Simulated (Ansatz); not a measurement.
`OC(O)O[SiH3]`, charge 0, multiplicity 1.

Problem. Give a relaxed structure at PBE0-D4/def2-TZVP (Ansatz 0.2.0). (Estimate.)

Solution. The calculation gave: 
Z-matrix (Å, degrees):
```
C
O 1 1.385
O 1 1.400 2 107.8
O 1 1.376 2 109.0 3 122.8
H 1 1.098 2 111.9 3 -120.1
H 2 0.962 1 107.4 3 28.2
Si 3 1.659 1 122.1 2 160.6
H 4 0.965 1 107.1 2 -41.2
H 7 1.486 3 110.5 1 47.4
H 7 1.481 3 104.7 1 166.4
H 7 1.484 3 112.0 1 -74.9
```
This is one stationary point; other conformers may exist.
